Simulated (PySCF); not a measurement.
Field gradients from PBE0/pcSseg-1 densities (PySCF, non-relativistic) at GFN2-xTB geometries, isolated species, one conformer each; χzz is the principal value of largest magnitude, with Q(17O) = −0.0256 b, Q(14N) = 0.02044 b, Q(35Cl) = −0.0817 b. GFN2-xTB bond lengths can be off by several hundredths of an ångström, more for odd bonds, and the gradients follow them. With a basis this small, the couplings can be 20 % off.

Question: Rank these 17O sites by the size of the quadrupole coupling, smallest first.
A. The silyl ether oxygen of `C=CO[Si@H](Cl)CCl`
B. The sulfonyl oxygen of `O=S(=O)(Cl)c1cccc([SiH3])c1`
C. The aldehyde oxygen of `O=CC[SiH2]C(Cl)Cl`
D. O7 (carboxylate oxygen) in `[CH2:1]=[CH:2][C@@H:3]([C:4]#[N:5])[C:6](=[O:7])[O-:8]`
E. O6 (carboxylate oxygen) in `[N:1]#[C:2][C:3]1([C:4](=[O:5])[O-:6])[CH2:7][CH2:8]1`

Answer: D (7.457 MHz), B (7.819 MHz), E (8.239 MHz), A (9.716 MHz), C (12.05 MHz).

Question: Rank these 14N sites by the size of the quadrupole coupling, smallest first.
A. The nitrile nitrogen of `N#CC1(C(=O)[O-])CC1`
B. N9 (cyano nitrogen) in `[N:1]#[C:2][CH2:3][CH2:4][CH2:5][SiH2:6][SiH2:7][C:8]#[N:9]`
C. The two-coordinate ring nitrogen of `C#Cc1c[n-]c([SiH3])c1`
D. The cyano nitrogen of `C=C[Si-](C#N)C#CC`

Answer: A (3.967 MHz), C (4.308 MHz), D (4.691 MHz), B (5.485 MHz).

Question: Rank these 35Cl sites by the size of the quadrupole coupling, smallest first.
A. The chlorine bonded to S of `O=S(=O)(Cl)c1ccccc1[SiH3]`
B. The silicon-bound chlorine of `C=C(C)O[SiH](Cl)Cl`
C. Cl5 (silicon-bound chlorine) in `[CH2:1]=[CH:2][O:3][Si@H:4]([Cl:5])[CH2:6][Cl:7]`
D. The alkyl chlorine of `O=CC[SiH2]C(Cl)Cl`

Answer: C (38.91 MHz), B (41.03 MHz), A (69.76 MHz), D (76.66 MHz).

All sites together:

```tsv
nucleus	site	Vzz (au)	η	χzz (MHz)
17O	the sulfonyl oxygen of O=S(=O)(Cl)c1cccc([SiH3])c1	1.300	0.20	-7.819
17O	the silyl ether oxygen of C=CO[Si@H](Cl)CCl	1.615	0.13	-9.716
17O	O7 (carboxylate oxygen) in [CH2:1]=[CH:2][C@@H:3]([C:4]#[N:5])[C:6](=[O:7])[O-:8]	-1.240	0.46	7.457
17O	the aldehyde oxygen of O=CC[SiH2]C(Cl)Cl	-2.003	0.57	12.05
17O	O6 (carboxylate oxygen) in [N:1]#[C:2][C:3]1([C:4](=[O:5])[O-:6])[CH2:7][CH2:8]1	-1.370	0.36	8.239
14N	the two-coordinate ring nitrogen of C#Cc1c[n-]c([SiH3])c1	-0.897	0.02	-4.308
14N	the nitrile nitrogen of N#CC1(C(=O)[O-])CC1	-0.826	0.06	-3.967
14N	the cyano nitrogen of C=C[Si-](C#N)C#CC	-0.977	0.34	-4.691
14N	N9 (cyano nitrogen) in [N:1]#[C:2][CH2:3][CH2:4][CH2:5][SiH2:6][SiH2:7][C:8]#[N:9]	-1.142	0.01	-5.485
35Cl	Cl5 (silicon-bound chlorine) in [CH2:1]=[CH:2][O:3][Si@H:4]([Cl:5])[CH2:6][Cl:7]	2.027	0.02	-38.91
35Cl	the silicon-bound chlorine of C=C(C)O[SiH](Cl)Cl	2.137	0.03	-41.03
35Cl	the alkyl chlorine of O=CC[SiH2]C(Cl)Cl	3.993	0.06	-76.66
35Cl	the chlorine bonded to S of O=S(=O)(Cl)c1ccccc1[SiH3]	3.634	0.04	-69.76
```
